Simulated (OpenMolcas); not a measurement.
Re4+ among 6 point charges of -1.7 e arranged as a trigonal prism (D3h), 2 Å from the ion, with a polar angle of 51.6° against the regular 49.1°.

```json
{
 "Program": "OpenMolcas",
 "Method": "SS-CASPT2, IPEA 0.25 Eh, imaginary shift 0.1 Eh (closed shells correlated: 4f 5s 5p)",
 "Basis": "ANO-RCC-VDZP [7s6p4d2f1g]",
 "Scalar Hamiltonian": "DKH2, point nucleus",
 "Active space": "3 electrons in 5 orbitals (5d)",
 "State averaging": "2S+1 = 4 even, 10 roots; 2S+1 = 2 even, 40 roots",
 "Spin-orbit coupling": "state interaction with AMFI integrals over the reference wave functions"
}
```

**Question.** What is the spin-free ground state (labels of D3, the rotations of D3h)?

**Answer.** 4A2, 1-fold in its orbital part, 92 % from free-ion F terms; it has the highest spin that d3 allows.

**Question.** Where is the first state of the same spin?

**Answer.** 4E at 6870 cm-1 above the ground state.

**Question.** What are the lowest two levels with spin-orbit coupling?

**Answer.** A 2-fold level E1/2 with g = 0.75, 0.75, 1.71, then a 2-fold level E3/2 3420 cm-1 above it. Their leading multiplicities are 4 (86 %) and 4 (91 %).

**Question.** What is χT at 300 K?

**Answer.** 0.16 cm3 K/mol.

Roots that are degenerate in the reference are averaged as groups; the widest CASPT2 spread within a group is 52 cm-1 (the 2-fold group of multiplicity 2 near 51900 cm-1 above the lowest state of its run). Shifts and gaps below about the spread of the groups concerned are not significant. Spin-orbit coupling mixes the spin-free states strongly: the lowest level takes only 58 % from its leading state, 4A2. Free-ion shares, where given, are those of the reference states; single-state CASPT2 does not remix them. This is an electrostatic model: the charges have no orbitals. No measured value stands beside these numbers.
